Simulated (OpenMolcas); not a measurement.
Fe4+ among 4 point charges of -1.5 e arranged as a square (D4h).

```json
{
 "Program": "OpenMolcas",
 "Method": "CASSCF",
 "Basis": "ANO-RCC-VDZP [5s4p2d1f]",
 "Scalar Hamiltonian": "DKH2, point nucleus",
 "Active space": "4 electrons in 5 orbitals (3d)",
 "State averaging": "2S+1 = 5 even, 5 roots; 2S+1 = 3 even, 45 roots; 2S+1 = 1 even, 50 roots",
 "Spin-orbit coupling": "state interaction with AMFI integrals over the reference wave functions"
}
```

All point charges move together. At R = 1.72 Å the first state of the same spin is 3141 cm-1, and at R = 1.87 Å it is 2117 cm-1.

**Question.** A third run gives 4036 cm-1. What distance was it run at?

**Answer.** With a power law R^-n the two known points give n = -ln(2117 / 3141) / ln(1.87 / 1.72) = 4.72. Then R = 1.72 × (3141 / 4036)^(1/4.72) = 1.631 Å. The run was at 1.63 Å, so the estimate is off by +0.001 Å.

Without dynamic correlation the repulsion within the d shell is too large (B by tens of per cent), so at a given field states of lower spin stand too high. Point charges give a weaker field than real ligands, and real ions of this kind are often low spin; the high spin found here belongs to the model. Point charges carry no covalency, so the field is a model and not that of real ligands. No measured value stands beside these numbers.
